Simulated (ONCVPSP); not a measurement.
# Reading a pseudo-wave (hafnium)

Columns: radius, all-electron u(r) and pseudo u(r) of the 5p shell (level -50.63 eV) of hafnium in the configuration [Kr] 4d10 4f14 5s2 5p6 5d2; PBE, scalar-relativistic, ONCV scheme, ONCVPSP 4.0.1.

| r (bohr) | all-electron | pseudo |
| --- | --- | --- |
| 0.143 | 0.3346 | 0.0262 |
| 0.285 | -0.2524 | 0.1055 |
| 0.428 | -0.4849 | 0.2394 |
| 0.570 | -0.0943 | 0.4163 |
| 0.713 | 0.3951 | 0.6128 |
| 0.855 | 0.7480 | 0.7902 |
| 0.998 | 0.9388 | 0.9170 |
| 1.140 | 0.9992 | 0.9729 |
| 1.283 | 0.9744 | 0.9603 |
| 1.425 | 0.9006 | 0.8961 |
| 1.568 | 0.8026 | 0.8020 |
| 1.710 | 0.6981 | 0.6981 |
| 1.853 | 0.5956 | 0.5956 |
| 1.995 | 0.5017 | 0.5017 |
| 2.138 | 0.4175 | 0.4175 |
| 2.280 | 0.3450 | 0.3450 |
| 2.423 | 0.2827 | 0.2827 |
| 2.565 | 0.2307 | 0.2307 |
| 2.708 | 0.1870 | 0.1870 |
| 2.850 | 0.1513 | 0.1513 |
| 2.992 | 0.1219 | 0.1219 |
| 3.135 | 0.0977 | 0.0977 |
| 3.278 | 0.0781 | 0.0781 |
| 3.420 | 0.0624 | 0.0624 |
| 3.563 | 0.0497 | 0.0497 |
| 3.705 | 0.0395 | 0.0395 |

**Question.** How many radial nodes do the two functions have?

**Answer.** The all-electron 5p function has n − l − 1 = 3 (the table is too coarse to show those close to the nucleus); the pseudo-wave has 0, since the states of the same l below it are removed with the core.

**Question.** At about which radius was the pseudo-wave matched?

**Answer.** 1.80 bohr, where the columns begin to agree (steps of 0.14 bohr).

**Question.** Is the pseudo-wave norm-conserving?

**Answer.** Yes: the ONCV scheme keeps the norm inside the radius equal to the all-electron one, which fixes the energy derivative of the logarithmic derivative at the level.
